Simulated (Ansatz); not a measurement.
Reaction (cleavage of the Si–Sn bond): `[NH2][SnH2][SiH2]O` + `[CH3][AlH][OH]` → `[CH3][AlH][O][SiH2]O` + `[NH2][SnH3]`

Gas-phase electronic energies from Ansatz, PBE0-D4/def2-TZVP geometries. CBS: MP2 limit from def2 TZ/QZ plus the TZ coupled-cluster correction, frozen cores. Functionals use def2-TZVPP. B3LYP here is the variant with VWN-RPA as its local correlation; programs differ in this. Elements past krypton have def2 core potentials. For Sn outer-core shells are correlated without core-valence functions, which leaves a few kJ/mol of doubt a bond. One conformer a species, not always the lowest.

| level | ΔE (kcal/mol) | difference from CCSD(T)/CBS |
| --- | --- | --- |
| PBE-D4 | -17.9 | 6.6 |
| PBE0-D4 | -21.3 | 3.2 |
| B3LYP-D4 | -24.4 | 0.1 |
| ωB97M-V | -25.4 | -0.9 |
| PBE | -18.5 | 6.0 |
| r2SCAN | -23.7 | 0.8 |
| CCSD/def2-TZVPP | -27.8 | -3.3 |
| MP2/def2-QZVPP | -25.2 | -0.7 |
| HF/CBS(def2) | -37.4 | -12.9 |
| MP2/CBS(def2) | -24.2 | 0.3 |
| CCSD(T)/CBS | -24.5 | 0 |

Largest T1 diagnostic among the species: 0.013.

In def2-TZVPP, CCSD(T) changes the Hartree–Fock value by +10.4 kcal/mol (the triples alone add +1.6 kcal/mol) and MP2 by +10.7 kcal/mol. The D4 term adds +1.2 kcal/mol with B3LYP and +0.6 kcal/mol with PBE0; it sums over pairs of atoms, weighted by their polarisabilities, and B3LYP, whose exchange is more repulsive, gets the larger term. From PBE to PBE0 (25 % exact exchange), in def2-TZVPP and without D4, ΔE moves by −3.3 kcal/mol.
